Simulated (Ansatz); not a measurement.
`BrB1CC1` + H–F → `FB1CC1` + HBr at 400 K and 1 bar (ligand exchange at a B–Br bond).

Gas-phase electronic energies from Ansatz, PBE0-D4/def2-TZVP geometries. CCSD(T)/CBS adds triple-zeta CCSD(T) − MP2 to the extrapolated MP2 energy (def2 sets, frozen cores). This one scheme is used for every species. For Br outer-core shells are correlated without core-valence functions, which leaves a few kJ/mol of doubt a bond. Scalar relativity is left out up to krypton.

```csv
species,CCSD(T)/CBS energy (Eh),H − E (kJ/mol),S (J/(mol·K))
`BrB1CC1`,-2676.61017,171.7,320.6
H–F,-100.39570,36.5,182.2
`FB1CC1`,-203.10011,175.0,296.3
HBr,-2573.91920,27.6,207.2
```

H − E and S are ideal-gas, rigid-rotor, harmonic terms from PBE0-D4/def2-TZVP. 1 Eh = 2625.50 kJ/mol, R = 8.31446 J/(mol·K).

Q: By hand: ΔE, ΔH, ΔS and ΔG.

A: ΔE = (-203.10011) + (-2573.91920) − (-2676.61017) − (-100.39570) = -0.01344 Eh = -35.3 kJ/mol. Δ(H − E) = 175.0 + 27.6 − 171.7 − 36.5 = -5.6, so ΔH = -40.9 kJ/mol. ΔS = 296.3 + 207.2 − 320.6 − 182.2 = 0.7 J/(mol·K). ΔG = -40.9 − 400 × (0.7)/1000 = -41.2 kJ/mol.

Q: By hand: the equilibrium constant, and the temperature at which ΔG would vanish if ΔH and ΔS stayed fixed.

A: log₁₀ K = −ΔG/(RT ln 10) = 5.4. ΔH and −TΔS have one sign here, so there is no such temperature.

The number of gas molecules stays the same, so ΔS is small and ΔH decides. A doubt of 5 kJ/mol in ΔE shifts log₁₀ K by 0.7 here. These are equilibria of isolated gas molecules and say nothing of rates. Largest T1 diagnostic: 0.012 (customary marks: 0.02 for closed shells, 0.045 for open ones).

ΔS is within the doubt of such terms, so its sign, and with it that verdict, could turn.
